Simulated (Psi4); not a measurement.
Relaxed torsion scan: C11H9NS, SMILES c1cc(C=Cc2sccc2)cnc1, singlet. Scanned: dihedral C2–C1–C8–C9; all other coordinates were relaxed at GFN2-xTB. Points at φ and −φ are mirror images.

Geometry of the scan point at -135° (Å):
```
22

C     -0.1883    -0.3588    -0.5732
C      0.6790     0.3628     0.1501
C      2.0867     0.4405    -0.0977
C      3.0154     1.1578     0.6129
C      4.3248     1.0235     0.1153
C      4.3901     0.2058    -0.9681
S      2.8521    -0.4192    -1.4062
C     -1.6041    -0.4677    -0.2636
C     -2.2549    -1.7022    -0.2955
C     -3.5884    -1.7744     0.0628
C     -4.2319    -0.6084     0.4524
N     -3.6317     0.5698     0.4859
C     -2.3614     0.6357     0.1419
H      0.1802    -0.9811    -1.3799
H      0.3273     0.9468     0.9912
H      2.7593     1.7622     1.4649
H      5.1812     1.5129     0.5439
H      5.2510    -0.0723    -1.5432
H     -1.7131    -2.5887    -0.5949
H     -4.1163    -2.7157     0.0497
H     -5.2720    -0.6124     0.7504
H     -1.9187     1.6232     0.1698
```

Computed with PBE-D3(BJ)/def2-SVP // GFN2-xTB (Psi4 1.11).

Scanned values (°): -165, -150, -135, -120, -105, -90, -75, -60, -45, -30, -15, 0, 15, 30, 45, 60, 75, 90, 105, 120, 135, 150, 165, 180.

**Question.** At which scan points does the profile have its minima and maxima, and how high do they lie?

**Answer.** Lower than their neighbours: 0° (0.000 eV), 180° (0.017 eV). Higher than their neighbours: -90° (0.286 eV), 90° (0.286 eV). The whole profile spans 0.286 eV.
